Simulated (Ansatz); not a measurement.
Reaction (adduct formation): `[CH3][Ga]([Cl])[Cl]` + H₂S → `[CH3][Ga-]([SH2+])([Cl])[Cl]`

Program: Ansatz. Geometries: PBE0-D4/def2-TZVP. ΔE: electronic, gas phase. CCSD(T)/CBS adds triple-zeta CCSD(T) − MP2 to the extrapolated MP2 energy (def2 sets, frozen cores). This one scheme is used for every species. DFT in def2-TZVPP. For Ga outer-core shells are correlated without core-valence functions, which leaves a few kJ/mol of doubt a bond. Scalar relativity is left out up to krypton. One conformer a species, not always the lowest.

```tsv
level	ΔE (kJ/mol)
LDA (SPW92)	-66.9
B97M-V	-45.1
PBE0-D4	-53.5
MP2/def2-QZVPP	-52.7
```

(1) What does CCSD(T)/CBS give? (Best estimate.)

Largest T1 diagnostic among the species: 0.011.

Results:

(1) Ansatz gave: -48.2 kJ/mol. The listed levels differ from it by -18.7, 3.1, -5.3, -4.5 kJ/mol.

Leaving LDA and LC-ωPBE aside and taking each functional with its dispersion term where it has one, the values, not all of them listed here, spread over 15.4 kJ/mol, from r2SCAN0-D4 to B2PLYP. LDA lies −27.2 kJ/mol from PBE without D4. From BLYP to BHLYP (50 % exact exchange), in def2-TZVPP and without D4, ΔE moves by −12.6 kJ/mol.
